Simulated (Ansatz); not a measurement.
A nudged elastic band was laid between two geometries of FGaH₂N (5 atoms, charge -1, multiplicity 1).

Computed with Ansatz, RKS B3LYP-D4/def2-TZVP.

```
movable images  : 9
climbing image  : yes
spring          : 5.0 eV/Å²
optimiser       : quadratic models (default)
start path      : through a guess of the saddle point
force threshold : 0.03 eV/Å
iteration limit : 60
end points      : relaxed
```

Initial state:

```xyz
5
Properties=species:S:1:pos:R:3
N -0.925 -1.112 0.070
Ga 0.401 0.072 0.141
F 0.392 1.784 -0.578
H -1.710 -0.694 -0.440
H 1.842 -0.050 0.807
```

Final state:

```xyz
5
Properties=species:S:1:pos:R:3
N -0.115 -0.617 0.389
Ga 0.976 1.005 0.197
F -0.314 1.877 -0.907
H -0.866 -0.756 -0.280
H 0.319 -1.509 0.601
```

(1) What changes between the two ends?

(2) What energy profile does the band end with?

(3) What is the geometry of the highest image?

Results:

(1) Bonds broken: Ga2–H5. Bonds formed: N1–H5.

(2) It converged. The highest image is number 4 of 0 to 10, 45.0 kcal/mol above the first end and 70.4 kcal/mol above the last; the last end lies 25.4 kcal/mol below the first. Neighbouring images differ by up to 1.7 eV, so the band resolves the path poorly. A vibrational analysis at the climbing image gives one clearly imaginary mode, 1132i cm⁻¹: a first-order saddle point. The orbitals stay closed-shell, which can raise the energy where a bond breaks towards radicals; this wasn't checked here. Limits of this set-up: an anion without diffuse functions, the dipole of an ion depends on the origin.

```json
{"image": "0", "path coordinate (Å)": "0.00", "energy (kcal/mol)": "0.0", "Ga2–H5 (Å)": "1.59", "N1–H5 (Å)": "3.05"}
{"image": "1", "path coordinate (Å)": "0.40", "energy (kcal/mol)": "4.5", "Ga2–H5 (Å)": "1.58", "N1–H5 (Å)": "2.82"}
{"image": "2", "path coordinate (Å)": "0.80", "energy (kcal/mol)": "17.5", "Ga2–H5 (Å)": "1.58", "N1–H5 (Å)": "2.53"}
{"image": "3", "path coordinate (Å)": "1.20", "energy (kcal/mol)": "34.7", "Ga2–H5 (Å)": "1.60", "N1–H5 (Å)": "2.19"}
{"image": "4", "path coordinate (Å)": "1.60", "energy (kcal/mol)": "45.0", "Ga2–H5 (Å)": "1.67", "N1–H5 (Å)": "1.82"}
{"image": "5", "path coordinate (Å)": "1.98", "energy (kcal/mol)": "26.1", "Ga2–H5 (Å)": "1.79", "N1–H5 (Å)": "1.40"}
{"image": "6", "path coordinate (Å)": "2.37", "energy (kcal/mol)": "-12.7", "Ga2–H5 (Å)": "2.04", "N1–H5 (Å)": "1.07"}
{"image": "7", "path coordinate (Å)": "2.76", "energy (kcal/mol)": "-22.0", "Ga2–H5 (Å)": "2.39", "N1–H5 (Å)": "1.02"}
{"image": "8", "path coordinate (Å)": "3.15", "energy (kcal/mol)": "-24.6", "Ga2–H5 (Å)": "2.55", "N1–H5 (Å)": "1.02"}
{"image": "9", "path coordinate (Å)": "3.53", "energy (kcal/mol)": "-25.4", "Ga2–H5 (Å)": "2.65", "N1–H5 (Å)": "1.01"}
{"image": "10", "path coordinate (Å)": "3.92", "energy (kcal/mol)": "-25.4", "Ga2–H5 (Å)": "2.63", "N1–H5 (Å)": "1.01"}
```

(3) 
```xyz
5
Properties=species:S:1:pos:R:3
N -0.452 -1.029 -0.128
Ga 0.821 0.303 -0.387
F 0.170 2.055 -0.494
H -1.436 -0.730 -0.009
H 0.897 -0.600 1.018
```

Time of the run: 4.8 min on 2 threads of Intel(R) Xeon(R) Platinum 8488C (Sapphire Rapids), with other jobs on the host, peak memory 0.25 GiB.
